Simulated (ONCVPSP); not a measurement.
# PBE ONCV dataset for Ba (Z = 56), scalar-relativistic all-electron reference.

* Element: barium
* Generator: ONCVPSP 4.0.1
* Type: optimised norm-conserving Vanderbilt (ONCV)
* Functional: PBE
* Relativity: scalar-relativistic
* Frozen core: [Xe]
* Valence charge: 2
* Reference configuration: 6s0.5 (charge +1.5)
* Partial waves: 6s: rc 3.95 bohr, ncon 4, nbas 7, qcut 1.5 1/bohr, 2 projectors, debl 3.5 Ha; p scattering state at 0.02 Ha: rc 3.50 bohr, ncon 4, nbas 8, qcut 2.3 1/bohr, 2 projectors, debl 1.8 Ha; d scattering state at 0.23 Ha: rc 3.70 bohr, ncon 4, nbas 8, qcut 2.9 1/bohr, 2 projectors, debl 1.35 Ha
* Local potential: polynomial inside 3.35 bohr (lpopt 5, dvloc0 0 Ha)
* Core correction: none

In the p channel the program set the typed energies aside and used 0.050, 1.850 Ha. In the d channel the program set the typed energies aside and used -0.364, 0.986 Ha.

Poles of the logarithmic derivatives, all-electron (AE) and pseudo (PS). s: poles at -1.6, 0.1, 2.2 (AE) and 0.1, 1.5, 2.4, 4.3 (PS) Ha. p: poles at -1.0, 1.0, 3.8 (AE) and 0.9, 3.8 (PS) Ha. d: poles at -0.2, 1.5, 4.1 (AE) and -0.2, 1.5, 3.9 (PS) Ha. Test radii: s 4.02, p 3.54, d 3.76 bohr.

- Cutoffs needed: 2.2 Ha and 6.3 Ha (the cutoffs (Ha) at which the residual kinetic energy of the hardest occupied pseudo-wave falls to 1 and 0.1 mHa per electron) The cutoffs count occupied waves only; projector 2 of the p channel, the hardest unoccupied one, needs 21 Ha at the loose tolerance.
- Ghost test: no bound ghost flagged; GHOST(+) flagged for p at 48.7 eV, s at 56.7 eV
- Configuration tests: 1 of 4 tests not solved or not reliable
